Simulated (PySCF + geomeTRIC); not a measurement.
The multiplicity is imposed and other spin states were not computed.

Level of theory: TPSS-D3(BJ)/def2-SVP (PySCF + geomeTRIC). fastk is a local helper that only speeds up exchange builds. No frequencies were computed at this level.

```python
import json, numpy as np
from pyscf import gto, dft
from fastk import lowrank_exchange
atoms = """
Cd    -0.282668     0.293947    -0.093489
O      0.645204    -0.392171    -1.624588
H      0.378037    -0.035728    -2.475513
O     -0.159029    -0.080152     1.782327
H     -0.752286     0.415097     2.353276
"""
def scf(charge, spin, dm0=None):
    mol = gto.M(atom=atoms, basis='def2-svp', ecp={'Cd': 'def2-svp'}, charge=charge, spin=spin, verbose=3, max_memory=5040)
    mf = dft.KS(mol, xc='tpss').density_fit(auxbasis="def2-universal-jkfit")
    mf.disp = 'd3bj'
    mf.grids.level = 3
    mf.conv_tol = 1e-8
    mf.max_cycle = 120
    mf.level_shift = 0.25
    mf.kernel(dm0)
    if not mf.converged:
        mf = mf.newton().run(mf.mo_coeff, mf.mo_occ).undo_soscf()
    return mf
mf = scf(0, 0)
from pyscf.geomopt.geometric_solver import kernel as optimize
path = []
done, mol = optimize(mf, maxsteps=120, assert_convergence=False, callback=lambda env: path.append((env["energy"], bool(env["g_scanner"].converged))))
res = dict(converged=bool(done and path[-1][1]), energy=path[-1][0], path=[e for e, c in path], xyz=mol.atom_coords(unit="Angstrom").tolist(), nao=mol.nao)
json.dump(res, open("result.json", "w"))
```

Output:

```
converged SCF energy = -319.179513303464
Geometry optimization cycle 1
converged SCF energy = -319.179513307196
cycle 1: E = -319.179513307  dE = -319.18  norm(grad) = 0.0401437
Geometry optimization cycle 2
converged SCF energy = -319.189507831856
cycle 2: E = -319.189507832  dE = -0.00999452  norm(grad) = 0.0168182
Geometry optimization cycle 3
converged SCF energy = -319.195489578611
cycle 3: E = -319.195489579  dE = -0.00598175  norm(grad) = 0.0149471
Geometry optimization cycle 4
converged SCF energy = -319.199118670137
cycle 4: E = -319.19911867  dE = -0.00362909  norm(grad) = 0.00811523
Geometry optimization cycle 5
converged SCF energy = -319.19946241509
cycle 5: E = -319.199462415  dE = -0.000343745  norm(grad) = 0.00334233
Geometry optimization cycle 6
converged SCF energy = -319.199550854426
cycle 6: E = -319.199550854  dE = -8.84393e-05  norm(grad) = 0.000711833
Geometry optimization cycle 7
converged SCF energy = -319.199553368069
cycle 7: E = -319.199553368  dE = -2.51364e-06  norm(grad) = 0.000351058
Geometry optimization cycle 8
converged SCF energy = -319.198532148806
cycle 8: E = -319.198532149  dE = 0.00102122  norm(grad) = 0.0394875
Geometry optimization cycle 9
converged SCF energy = -319.199542751433
cycle 9: E = -319.199542751  dE = -0.0010106  norm(grad) = 0.0201444
Geometry optimization cycle 10
converged SCF energy = -319.199631798809
cycle 10: E = -319.199631799  dE = -8.90474e-05  norm(grad) = 0.0114777
Geometry optimization cycle 11
converged SCF energy = -319.199695155078
cycle 11: E = -319.199695155  dE = -6.33563e-05  norm(grad) = 0.00644391
Geometry optimization cycle 12
converged SCF energy = -319.19998461906
cycle 12: E = -319.199984619  dE = -0.000289464  norm(grad) = 0.0032437
Geometry optimization cycle 13
converged SCF energy = -319.200023722975
cycle 13: E = -319.200023723  dE = -3.91039e-05  norm(grad) = 0.000910066
Geometry optimization cycle 14
converged SCF energy = -319.200071735208
cycle 14: E = -319.200071735  dE = -4.80122e-05  norm(grad) = 0.00258154
Geometry optimization cycle 15
converged SCF energy = -319.200096673121
cycle 15: E = -319.200096673  dE = -2.49379e-05  norm(grad) = 0.00237901
Geometry optimization cycle 16
converged SCF energy = -319.200105736673
cycle 16: E = -319.200105737  dE = -9.06355e-06  norm(grad) = 0.000873051
Geometry optimization cycle 17
converged SCF energy = -319.200109864921
cycle 17: E = -319.200109865  dE = -4.12825e-06  norm(grad) = 0.000489448
Geometry optimization cycle 18
converged SCF energy = -319.200111056512
cycle 18: E = -319.200111057  dE = -1.19159e-06  norm(grad) = 0.000631304
Geometry optimization cycle 19
converged SCF energy = -319.200111435804
cycle 19: E = -319.200111436  dE = -3.79292e-07  norm(grad) = 0.000407221
Geometry optimization cycle 20
converged SCF energy = -319.200111128835
cycle 20: E = -319.200111129  dE = 3.0697e-07  norm(grad) = 0.000255683
Geometry optimization cycle 21
converged SCF energy = -319.200111264188
cycle 21: E = -319.200111264  dE = -1.35354e-07  norm(grad) = 0.000538817
<class 'geometric.internal.Distance'> : 4
<class 'geometric.internal.Angle'> : 3
<class 'geometric.internal.Dihedral'> : 2
<class 'geometric.internal.TranslationX'> : 1
<class 'geometric.internal.TranslationY'> : 1
<class 'geometric.internal.TranslationZ'> : 1
<class 'geometric.internal.RotationA'> : 1
<class 'geometric.internal.RotationB'> : 1
<class 'geometric.internal.RotationC'> : 1
Step    0 : Gradient = 1.795e-02/2.482e-02 (rms/max) Energy = -319.1795133072
Step    1 : Displace = 1.024e-01/1.084e-01 (rms/max) Trust = 1.000e-01 (=) Grad = 7.521e-03/1.417e-02 (rms/max) E (change) = -319.1895078319 (-9.995e-03) Quality = 1.001
Step    2 : Displace = 1.237e-01/2.083e-01 (rms/max) Trust = 1.414e-01 (+) Grad = 6.685e-03/9.982e-03 (rms/max) E (change) = -319.1954895786 (-5.982e-03) Quality = 1.512
Step    3 : Displace = 1.849e-01/2.960e-01 (rms/max) Trust = 2.000e-01 (+) Grad = 3.629e-03/4.834e-03 (rms/max) E (change) = -319.1991186701 (-3.629e-03) Quality = 1.059
Step    4 : Displace = 2.360e-02/3.576e-02 (rms/max) Trust = 2.828e-01 (+) Grad = 1.495e-03/1.669e-03 (rms/max) E (change) = -319.1994624151 (-3.437e-04) Quality = 1.433
Step    5 : Displace = 1.473e-02/2.067e-02 (rms/max) Trust = 3.000e-01 (+) Grad = 3.183e-04/3.863e-04 (rms/max) E (change) = -319.1995508544 (-8.844e-05) Quality = 0.966
Step    6 : Displace = 2.555e-03/3.066e-03 (rms/max) Trust = 3.000e-01 (=) Grad = 1.570e-04/2.530e-04 (rms/max) E (change) = -319.1995533681 (-2.514e-06) Quality = 1.378
Step    7 : Displace = 2.988e-01/3.523e-01 (rms/max) Trust = 3.000e-01 (=) Grad = 1.766e-02/2.030e-02 (rms/max) E (change) = -319.1985321488 (+1.021e-03) Quality = -3.776
Step    8 : Displace = 1.479e-01/1.793e-01 (rms/max) Trust = 1.494e-01 (x) Grad = 9.009e-03/1.021e-02 (rms/max) E (change) = -319.1995427514 (+1.062e-05) Quality = -0.063
Step    9 : Displace = 4.724e-02/5.534e-02 (rms/max) Trust = 7.395e-02 (-) Grad = 5.133e-03/5.802e-03 (rms/max) E (change) = -319.1996317988 (-8.905e-05) Quality = 1.266
Step   10 : Displace = 1.005e-02/1.187e-02 (rms/max) Trust = 1.046e-01 (+) Grad = 2.882e-03/3.279e-03 (rms/max) E (change) = -319.1996951551 (-6.336e-05) Quality = 1.399
Step   11 : Displace = 8.368e-02/9.667e-02 (rms/max) Trust = 1.479e-01 (+) Grad = 1.451e-03/1.744e-03 (rms/max) E (change) = -319.1999846191 (-2.895e-04) Quality = 2.361
Step   12 : Displace = 1.046e-02/1.168e-02 (rms/max) Trust = 2.092e-01 (+) Grad = 4.070e-04/5.265e-04 (rms/max) E (change) = -319.2000237230 (-3.910e-05) Quality = 1.416
Step   13 : Displace = 2.741e-02/3.102e-02 (rms/max) Trust = 2.958e-01 (+) Grad = 1.155e-03/1.378e-03 (rms/max) E (change) = -319.2000717352 (-4.801e-05) Quality = 1.249
Step   14 : Displace = 2.772e-02/3.185e-02 (rms/max) Trust = 3.000e-01 (+) Grad = 1.064e-03/1.257e-03 (rms/max) E (change) = -319.2000966731 (-2.494e-05) Quality = 1.018
Step   15 : Displace = 6.220e-03/7.233e-03 (rms/max) Trust = 3.000e-01 (=) Grad = 3.904e-04/4.767e-04 (rms/max) E (change) = -319.2001057367 (-9.064e-06) Quality = 1.302
Step   16 : Displace = 3.101e-03/3.425e-03 (rms/max) Trust = 3.000e-01 (=) Grad = 2.189e-04/2.648e-04 (rms/max) E (change) = -319.2001098649 (-4.128e-06) Quality = 1.086
Step   17 : Displace = 2.320e-03/2.843e-03 (rms/max) Trust = 3.000e-01 (=) Grad = 2.823e-04/3.445e-04 (rms/max) E (change) = -319.2001110565 (-1.192e-06) Quality = 0.843
Step   18 : Displace = 2.782e-03/3.605e-03 (rms/max) Trust = 3.000e-01 (=) Grad = 1.821e-04/2.350e-04 (rms/max) E (change) = -319.2001114358 (-3.793e-07) Quality = 0.252
Step   19 : Displace = 1.842e-03/2.537e-03 (rms/max) Trust = 3.000e-01 (=) Grad = 1.143e-04/1.360e-04 (rms/max) E (change) = -319.2001111288 (+3.070e-07) Quality = -0.265
Step   20 : Displace = 9.819e-04/1.116e-03 (rms/max) Trust = 9.212e-04 (-) Grad = 2.410e-04/2.916e-04 (rms/max) E (change) = -319.2001112642 (-1.354e-07) Quality = 0.068
Converged! =D
```

Cost: very roughly 2.7 core-minutes.
